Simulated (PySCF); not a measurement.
Multinuclear NMR of C$_{6}$H$_{7}$F

Structure with atom numbers: `[F:1][C:2]1=[CH:3][CH2:4][C@@H:5]2[CH2:6][C@H:7]12`. Each H is labelled by its parent atom. Ha(C6) is cis to C2 on the ring; Ha(C4) is cis to C6 on the ring; Hb(C6) is trans to C2 on the ring; Hb(C4) is trans to C6 on the ring.

No relativistic terms, one computed conformer, no solvent model. Geometry: GFN2-xTB; shielding tensors at PBE0/pcSseg-1 (GIAO); PySCF 2.14.

What are the $^{19}$F shifts?

## Answers


| atoms | environment | σ (ppm) | δ (ppm) |
| --- | --- | --- | --- |
| F1 | vinylic fluorine | 291.4 | -117.0 |

Shieldings were converted by a linear fit to measured shifts: $^{19}$F (scatter 6.0 ppm rms, 7.0 ppm with the 5 outliers that the fit left out vs CFCl3, solution or neat liquid, with a term for F on sp3 carbon). Occasional misses reach two or three times the rms, and more in compound classes unlike the fitted ones.

On a 400 MHz spectrometer $^{19}$F resonates near 376.4 MHz, so 1 ppm is 376.4 Hz.
